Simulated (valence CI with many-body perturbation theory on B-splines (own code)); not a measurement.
**In17+: electric-dipole lines**

Calculated by configuration interaction combined with many-body perturbation theory (CI+MBPT): four valence electrons over a frozen Dirac-Fock core [Ar] 3d10, radial functions for each j: 11 s, 11 p, 9 d, 7 f, 5 g, 2 h, 1 i, with the one-electron correlation potential Σ1 (screened to all orders), the two-electron term Σ2, the three-electron term Σ3, Breit, model QED; selected single and double excitations, second order for the rest (own B-spline code, finite nucleus).

No measured levels were compared; by estimate levels hold to about 250 cm⁻¹ or 0.2 % of their energy and the worst to 1 %, as in measured heavy ions of charge 2 to 7; those with d or f electrons hold less well.

Lines 51 to 100 of 222 in falling wavelength, among levels below 142.36 eV, chosen from the strongest by gf and those to the six lowest levels. Wavelengths and rates use the calculated energies, so an error of 1000 cm⁻¹ moves a line at 23.45 nm by 0.23 % and its rate by three times that or more. Electric multipoles are in the length gauge, E1 and E2 with the static RPA response of the core. Weak lines are less certain than strong ones. Lines between different terms over intervals too small for the method are left out, as are lines whose strength nearly cancels. Where a level lies close to another of its J and parity, the split of strength between their lines is uncertain. The highest levels of a list are the least certain.

Names give the largest LS component (configuration and term), which can be under half, so a name can repeat, a term be missing and a line seem to break the LS rules; names also repeat where a configuration has a term twice. Letters in brackets count levels of one name in rising energy.

```
λ vac (nm)                Upper                Lower   A (s⁻¹)  log gf  Branch %
     23.45       4s 4p2 4d 3G_3      4s2 4p 4d 3F°_2  1.35e+10   -0.11      79.0
     23.38         4s 4p3 3P°_1         4s2 4p2 3P_2  7.28e+08   -1.75       3.3
     23.27   4s 4p2 4d 3D_3 [a]      4s2 4p 4d 3F°_3  1.77e+09   -1.00       2.7
     23.14   4s 4p2 4d 3F_2 [c]      4s2 4p 4d 3D°_1  1.01e+10   -0.39       5.2
     23.03     4s 4p3 1D°_2 [a]         4s2 4p2 3P_2  2.13e+10   -0.07      96.2
     23.02   4s 4p2 4d 3F_2 [b]      4s2 4p 4d 3F°_2  1.47e+10   -0.23      17.6
     23.00         4s 4p3 3P°_0         4s2 4p2 3P_1  1.64e+10   -0.89     100.0
     22.86   4s 4p2 4d 3F_3 [b]  4s2 4p 4d 3P°_2 [a]  6.19e+09   -0.47       6.2
     22.82   4s 4p2 4d 3D_2 [b]  4s2 4p 4d 3P°_2 [a]  5.25e+09   -0.69       3.8
     22.79   4s 4p2 4d 3D_3 [b]      4s2 4p 4d 3F°_3  3.84e+09   -0.68       2.7
     22.75   4s 4p2 4d 3D_2 [c]      4s2 4p 4d 3D°_1  9.02e+09   -0.46       6.3
     22.55         4s 4p3 3P°_1         4s2 4p2 3P_1  1.77e+10   -0.39      79.8
     22.51   4s 4p2 4d 3P_1 [b]  4s2 4p 4d 3P°_2 [a]  1.38e+10   -0.50      10.2
     22.37         4s 4p3 1P°_1         4s2 4p2 1S_0  1.32e+10   -0.53      12.9
     22.22     4s 4p3 1D°_2 [a]         4s2 4p2 3P_1  5.69e+07   -2.68       0.3
     22.02   4s 4p2 4d 3P_1 [c]      4s2 4p 4d 3D°_1  5.82e+09   -0.90       3.6
     22.00             4p4 3P_0         4s 4p3 3D°_1  2.20e+10   -0.80      50.4
     21.92             4p4 1D_2         4s 4p3 3D°_3  5.98e+09   -0.67      24.5
     21.68   4s 4p2 4d 3F_3 [b]      4s2 4p 4d 3F°_3  1.83e+10   -0.04      18.2
     21.58   4s 4p2 4d 3D_1 [a]      4s2 4p 4d 3F°_2  2.03e+10   -0.37      30.4
     21.46   4s 4p2 4d 3F_2 [c]      4s2 4p 4d 3F°_3  7.29e+09   -0.60       3.7
     21.43   4s 4p2 4d 3P_2 [b]  4s2 4p 4d 3P°_2 [a]  1.37e+10   -0.33       7.7
     21.39             4p4 3P_1         4s 4p3 3D°_2  1.12e+10   -0.64      33.9
     21.18   4s 4p2 4d 3D_1 [b]      4s2 4p 4d 3F°_2  1.77e+10   -0.45      15.8
     21.17   4s 4p2 4d 3D_3 [c]      4s2 4p 4d 3F°_3  5.26e+09   -0.61       2.2
     21.13   4s 4p2 4d 3D_2 [c]      4s2 4p 4d 3F°_3  3.74e+10    0.10      26.4
     21.01      4s2 4p 4d 3F°_2         4s2 4p2 1D_2  3.76e+09   -0.90      20.4
     20.90         4s 4p3 3S°_1         4s2 4p2 3P_2  6.75e+10    0.12      62.1
     20.90             4p4 3P_2         4s 4p3 5S°_2  3.27e+09   -0.97       9.7
     20.73   4s 4p2 4d 3D_2 [a]      4s2 4p 4d 3F°_2  1.01e+10   -0.49       7.8
     20.52         4s 4p3 1P°_1         4s2 4p2 1D_2  6.62e+10    0.10      65.1
     20.39       4s 4p2 4d 5F_1         4s 4p3 3D°_1  5.66e+09   -0.98      50.0
     20.39   4s 4p2 4d 3P_2 [b]      4s2 4p 4d 3F°_3  9.05e+09   -0.55       5.1
     20.37   4s 4p2 4d 3D_2 [b]      4s2 4p 4d 3F°_2  4.30e+09   -0.87       3.1
     20.37     4s 4p3 1D°_2 [b]         4s2 4p2 3P_2  1.72e+09   -1.27       8.2
     20.23         4s 4p3 3S°_1         4s2 4p2 3P_1  2.44e+10   -0.35      22.5
     20.21   4s 4p2 4d 3F_2 [c]      4s2 4p 4d 3F°_2  1.36e+10   -0.38       6.9
     20.07      4s2 4p 4d 3D°_1         4s2 4p2 1S_0  4.51e+07   -3.09       0.0
     19.91         4s 4p3 3P°_1         4s2 4p2 3P_0  3.19e+09   -1.24      14.4
     19.91   4s 4p2 4d 3D_2 [c]      4s2 4p 4d 3F°_2  3.43e+09   -0.99       2.4
     19.81      4s2 4p 4d 3F°_3         4s2 4p2 1D_2  1.22e+08   -2.30       0.7
     19.73     4s 4p3 1D°_2 [b]         4s2 4p2 3P_1  6.85e+08   -1.70       3.3
     19.42   4s 4p2 4d 3D_3 [a]     4s 4p3 1D°_2 [b]  2.97e+09   -0.93       4.6
     19.35   4s 4p2 4d 3P_1 [c]      4s2 4p 4d 3F°_2  9.04e+09   -0.82       5.6
     18.92   4s 4p2 4d 3D_1 [b]     4s 4p3 1D°_2 [b]  7.35e+09   -0.93       6.6
     18.92  4s2 4p 4d 3P°_2 [a]         4s2 4p2 1D_2  4.90e+09   -0.88       3.7
     18.79   4s 4p2 4d 3D_1 [a]         4s 4p3 3S°_1  7.43e+09   -0.93      11.1
     18.60   4s 4p2 4d 3P_1 [a]     4s 4p3 1D°_2 [a]  1.60e+10   -0.60      13.7
     18.57      4s2 4p 4d 3D°_1         4s2 4p2 1D_2  2.51e+09   -1.41       1.2
     18.38             4p4 3P_1         4s 4p3 5S°_2  1.68e+08   -2.59       0.5
```
